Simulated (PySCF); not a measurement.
HgBr, SMILES [Hg+][Br], charge +1.

Coordinates come from a r2SCAN-D4/def2-TZVP optimisation. The spin state was assumed, not searched. The def2 effective core potentials stand for the cores of Hg; spin–orbit coupling is left out.

Two levels are set side by side: PBE/def2-TZVPD (PySCF) and PBE0/def2-TZVPD (PySCF). Same geometry, gas phase. Differences are taken from unrounded values.

| quantity | PBE |
|---|---|
| orbital gap (eV) | 1.12 |
| highest occupied level (eV) | -13.20 |
| lowest empty level (eV) | -12.08 |
| mean polarisability (bohr³) | 43.7 |

### Question
These are the PBE values. What does PBE0 give? (An estimate is asked for; the answer gives what the named calculation found.)

### Answer

```
quantity                       PBE0  PBE minus PBE0
---------------------------  ------  --------------
orbital gap (eV)               3.18           -2.06
highest occupied level (eV)  -14.35            1.15
lowest empty level (eV)      -11.17           -0.91
mean polarisability (bohr³)    43.5             0.3
```

Without exact exchange PBE keeps part of each electron's self-repulsion, which lifts occupied levels and narrows the gap. Differences between two approximate levels are no errors against the true value.

Rough cost on one machine, each run with all the roots and properties that it gave: PBE0 against PBE within a factor of 2.
